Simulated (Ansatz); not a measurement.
Relaxation of CH7B2N (11 atoms, charge 0, multiplicity 1), to a largest force component of 0.015 eV/Å in at most 40 steps.

The calculation used RKS PBE-D4/def2-mTZVP in Ansatz.

```xyz
11
Properties=species:S:1:pos:R:3:forces:R:3
C -0.525 1.604 0.511 0.15 -0.73 -0.04
B -0.797 0.208 -0.182 0.46 0.68 0.26
B 0.412 -0.784 -0.730 -0.28 0.02 0.15
N 0.990 -1.813 0.001 0.08 -0.11 0.13
H -1.195 1.791 1.349 -0.36 0.11 0.27
H -0.738 2.386 -0.219 -0.17 0.38 -0.34
H 0.496 1.757 0.853 0.40 0.09 0.08
H -1.938 -0.039 -0.357 -0.70 -0.22 -0.15
H 0.850 -0.649 -1.822 0.20 0.16 -0.63
H 1.723 -2.411 -0.345 0.34 -0.24 -0.20
H 0.721 -2.051 0.941 -0.13 -0.15 0.47
```

Task: Where does it end, and by what steps?

Result: The forces met the threshold. After 6 steps the energy has fallen by 0.056 eV; H11 moved furthest, 0.10 Å.

| step | energy less start (eV) | largest force component (eV/Å) | accepted |
| --- | --- | --- | --- |
| 0 | 0.0000 | 0.725 | yes |
| 1 | -0.0470 | 0.332 | yes |
| 2 | -0.0527 | 0.196 | yes |
| 3 | -0.0556 | 0.039 | yes |
| 4 | -0.0559 | 0.023 | yes |
| 5 | -0.0562 | 0.016 | yes |
| 6 | -0.0563 | 0.010 | yes |

```xyz
11
Properties=species:S:1:pos:R:3
C -0.527 1.630 0.520
B -0.778 0.234 -0.152
B 0.418 -0.805 -0.693
N 1.010 -1.867 0.004
H -1.239 1.836 1.338
H -0.766 2.401 -0.241
H 0.494 1.830 0.873
H -1.940 -0.027 -0.384
H 0.833 -0.632 -1.823
H 1.732 -2.464 -0.394
H 0.764 -2.136 0.953
```

Whether the end is a true minimum wasn't checked by a vibrational analysis.

The run took 14 s on 2 threads of Arm Neoverse V1, with other jobs on the host, peak memory 0.17 GiB.
